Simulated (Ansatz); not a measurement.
Two members of one family (GaP nanocrystals, H-capped) that differ in charge, which shifts all levels, computed with Ansatz in the gas phase. The two geometries come from different levels. Sets without diffuse functions give affinities that are too small. A dash marks a value that wasn't run or was left out as unsound. The structures are stationary points that may keep the symmetry of their start. Remarks come from the PBE and PBE0 runs and from stability tests at other levels; not every state was tested. A HOMO above zero means that the electron is unbound at that level and held by the basis, or that self-interaction error raises the level; the energy of removing that electron tells which. HOMO above LUMO (over both spins in singlets and doublets, within one spin in higher multiplets; at PBE or PBE0), or a gap under 0.15 eV within one spin, warns that the state may not be the lowest or that an electron is smeared out.

First: Ga7P8H26⁺, cut from zinc blende, rod (singlet, charge 1, r2SCAN-D4/def2-SVP geometry).

Cartesian coordinates in Å:
```
Ga 1.941 -4.566 -1.316
Ga 4.018 -1.208 0.511
Ga -0.060 -1.633 1.316
Ga -0.221 2.223 0.870
Ga 0.972 0.004 -2.252
Ga -4.171 1.203 1.626
Ga -3.012 3.029 -2.088
P 0.121 -3.646 0.034
P 2.197 -1.253 2.069
P -2.046 2.112 2.395
P 3.883 -3.417 -0.372
P 3.177 0.204 -1.208
P -0.318 0.123 -0.225
P -1.042 3.686 -0.814
P -4.520 2.707 -0.226
H 2.083 -6.051 -0.874
H 1.777 -3.975 -2.742
H 5.382 -0.812 1.138
H -1.048 -1.725 2.515
H 1.181 2.544 1.478
H 0.927 -1.452 -2.804
H 0.776 1.325 -3.056
H -5.231 1.451 2.736
H -3.777 -0.178 1.010
H -2.657 1.602 -2.610
H -3.466 4.251 -2.934
H -0.323 -4.671 0.912
H -1.015 -3.594 -0.813
H 2.528 -2.168 3.103
H 2.220 -0.049 2.820
H -1.592 1.364 3.514
H -2.183 3.378 3.025
H 4.478 -4.221 0.637
H 4.926 -3.493 -1.332
H 4.181 0.183 -2.212
H 3.395 1.522 -0.723
H -1.679 0.007 -0.622
H 0.040 3.921 -1.702
H -1.156 4.987 -0.253
H -5.757 2.314 -0.805
H -4.925 3.973 0.276
```

```tsv
level	HOMO (eV)	LUMO (eV)	gap (eV)	vertical EA (eV)	vertical triplet (eV)
PBE-D4/def2-SVP	-9.08	-4.55	4.53	3.08	4.77
PBE-D4/def2-TZVP	-9.10	-4.84	4.26	–	–
r2SCAN-D4/def2-SVP	-9.36	-4.39	4.97	–	–
PBE0-D4/def2-SVP	-10.17	-3.79	6.38	2.78	5.49
PBE0-D4/def2-TZVP	-10.17	-4.06	6.11	–	–
```

Remarks: gap within one spin near zero at PBE or PBE0 (neutral doublet), gap within one spin near zero at PBE or PBE0 (triplet).

Second: Ga8P8H22, cut from wurtzite (singlet, charge 0, PBE-D4/def2-SVP geometry).

```xyz
38

Ga   -1.718   -3.878    1.674
P    -2.591   -1.855    2.764
P    -0.051   -2.742    0.347
Ga   -1.015   -1.333   -1.313
Ga   -1.746    0.356    2.322
P    -1.859    0.538   -0.053
P     0.718   -0.379   -2.642
Ga   -0.143    0.965   -4.454
Ga   -0.989    2.684   -0.624
P    -1.102    2.722   -3.029
Ga    1.594   -1.763    1.747
P     0.595    0.190    2.681
P     3.150   -0.829    0.154
Ga    2.424    0.790   -1.483
Ga    1.812    2.244    2.238
P     1.318    2.413   -0.133
H    -2.879   -4.404    0.746
H    -1.012   -4.709    2.815
H    -4.010   -1.790    2.603
H    -2.561   -2.017    4.185
H     0.634   -3.767   -0.381
H    -2.149   -2.030   -2.156
H    -2.499    1.488    3.116
H    -3.257    0.611   -0.355
H     1.374   -1.494   -3.259
H    -1.370    0.237   -5.128
H     1.055    1.644   -5.225
H    -1.714    3.902    0.059
H    -2.476    2.930   -3.370
H    -0.604    4.001   -3.432
H     2.304   -2.729    2.767
H     0.716   -0.018    4.093
H     3.750   -1.919   -0.552
H     4.321   -0.360    0.826
H     3.621    1.320   -2.358
H     1.097    3.431    2.992
H     3.354    1.902    2.365
H     1.909    3.650   -0.549
```

Question: What does the change do? Estimate second minus first.

Answer: 
| level | Δ HOMO (eV) | Δ LUMO (eV) | Δ gap (eV) | Δ vertical EA (eV) | Δ vertical triplet (eV) |
| --- | --- | --- | --- | --- | --- |
| PBE-D4/def2-SVP | 3.02 | 2.72 | -0.30 | -2.64 | -0.58 |
| PBE-D4/def2-TZVP | 3.02 | 2.79 | -0.23 | – | – |
| r2SCAN-D4/def2-SVP | 3.04 | 2.71 | -0.34 | – | – |
| PBE0-D4/def2-SVP | 3.10 | 2.67 | -0.42 | -2.60 | -0.56 |
| PBE0-D4/def2-TZVP | 3.10 | 2.74 | -0.36 | – | – |

Remarks: HOMO above zero (-1 doublet), gap within one spin near zero at PBE or PBE0 (-1 doublet).
